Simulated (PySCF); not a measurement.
A GIAO shielding run with PySCF 2.14 (density fitting, non-relativistic, gas phase) on SMILES [SiH2]1[C@@H](C[SiH2]C)[C@H](F)[SiH2]C1, C5H15FSi3:

```
$ OMP_NUM_THREADS=1 python probes_run.py task.json out

{"job": {"kind": "nmr", "xc": "PBE0", "basis": "pcSseg-1"}, "charge": 0, "multiplicity": 1}
C      3.751634    -0.620415    -0.512998
Si     2.270475     0.550702    -0.321743
C      0.720117    -0.478148     0.103567
C     -0.411375     0.314660     0.758823
Si    -1.906996    -0.804917     1.184515
C     -2.762960    -0.852701    -0.524091
Si    -2.067057     0.606776    -1.531609
C     -0.930997     1.387799    -0.191830
F     -1.727726     2.274347     0.541790
H      4.653592    -0.063895    -0.746758
H      3.593247    -1.337313    -1.313526
H      3.940265    -1.181069     0.397856
H      2.090709     1.280884    -1.586045
H      2.538213     1.504857     0.762272
H      1.008031    -1.285897     0.780848
H      0.337853    -0.959635    -0.799970
H     -0.014616     0.810908     1.650281
H     -2.764219    -0.194607     2.202130
H     -1.455566    -2.129171     1.630074
H     -2.577679    -1.798909    -1.028006
H     -3.842274    -0.778045    -0.416650
H     -3.075429     1.587288    -1.930622
H     -1.265989     0.183008    -2.686542
H     -0.112989     2.003258    -0.580744
```

Hardware: 1 thread of an Arm Neoverse N1, shared host. The job also computes population analyses, field gradients, ring-centre shieldings.

Task: How large is the calculation?

Result: 96 electrons, 249 basis functions and 1361 auxiliary functions.

Task: How long does it take, and how much memory does it need?

Result: 120 s of wall time, with 13 SCF cycles and 4 response iterations; peak memory 1.1 GiB. Times on a shared host scatter by some tens of per cent.
